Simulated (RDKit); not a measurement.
Input file for RDKit: MMFF94 on isopropylamine (SMILES CC(C)N), a point of a torsion scan.

```python
from rdkit import Chem
from rdkit.Chem import AllChem, rdDetermineBonds

blocks = [
'''13

C    -0.59671667    1.26156389    0.23258733
C    -0.04993951   -0.05144318   -0.32181684
C    -0.25302637   -0.12836926   -1.83259848
N     1.37887720   -0.11470612   -0.04118265
H    -0.08943540    2.09703158   -0.24194236
H    -0.43357324    1.32076794    1.30647294
H    -1.66354696    1.33915953    0.03922825
H    -0.60554433   -0.88714752    0.14904812
H     0.10448029   -1.08073328   -2.21859908
H     0.30405719    0.67028211   -2.31474610
H    -1.30655894   -0.02773781   -2.07964167
H     1.77276771   -0.97963696   -0.39507824
H     1.54709269   -0.07991405    0.95827114
''',
]
mol = None
for b in blocks:
    f = Chem.MolFromXYZBlock(b)
    rdDetermineBonds.DetermineBonds(f, charge=0)
    mol = f if mol is None else Chem.CombineMols(mol, f)
Chem.SanitizeMol(mol)
print(Chem.MolToSmiles(Chem.RemoveHs(mol)))
ff = AllChem.MMFFGetMoleculeForceField(mol, AllChem.MMFFGetMoleculeProperties(mol), nonBondedThresh=100.0, ignoreInterfragInteractions=False)
e = ff.CalcEnergy()
print(f'MMFF94 energy {e:.6f} kcal/mol')
```

Output:

```
CC(C)N
MMFF94 energy -5.346643 kcal/mol
```

The run finished.

Cost: very roughly 0.05 core-seconds.
